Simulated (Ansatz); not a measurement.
Total energies of the cluster H₂Au₂⁺ from Ansatz at r2SCAN-D4/def2-TZVP, gas phase (1 Eh = 27.2114 eV = 2625.5 kJ/mol). The reference geometry is relaxed at PBE-D4/def2-TZVP.

Cartesian coordinates in Å:
```
Au -1.252 -0.390 -0.189
Au 1.217 0.485 0.234
H 1.337 -0.239 1.600
H -1.301 0.143 -1.645
```

```tsv
state	geometry	energy (Eh)
charge 1 doublet	reference	-272.46073
charge 0 singlet	reference	-272.76845
charge 1 quartet	relaxed at PBE-D4/def2-TZVP	-272.35122
```

In the def2 sets Au takes a core potential; there is no spin–orbit coupling.

Work out the vertical electron affinity, to the singlet.

E(charge 1 doublet) − E(charge 0 singlet) = -272.46073 − (-272.76845) = 0.30772 Eh = 8.37 eV.

Which of the charge 1 states is lowest, and how far above it are the others?

The doublet. quartet: -272.35122 − (-272.46073) = 0.10951 Eh = 287.5 kJ/mol. The quartet differs in its bonds from the reference.

The structure comes from a short search, and lower isomers may exist.
